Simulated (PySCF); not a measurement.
Electron correlation in N(3+) (nitrogen, charge +3)

[He] 2s2, closed-shell 1S. Calculation: PySCF 2.14, in def2-SVP; the non-relativistic Hamiltonian (point nucleus). Frozen: 1s2; 2 electrons correlated.

Total MP2 correlation energy: -46.79 mhartree.

Same-spin part 0.00 and opposite-spin part -46.79 mhartree; SCS-MP2 scales them by 1/3 and 6/5 to -56.15 mhartree.

With two correlated electrons CCSD is exact within the correlated space (frozen core and kept virtual orbitals).

| level | correlation energy (mhartree) |
| --- | --- |
| CCSD | -86.46 |

Diagnostics: T1 = 0.0067, D1 = 0.0095, largest double amplitude 0.162.

A double-excitation amplitude exceeds 0.15, a sign of near-degeneracy.

Cost of the coupled-cluster step: 0.06 s of wall time on 1 thread of Neoverse-N1 (shared host), for 2 correlated electrons.
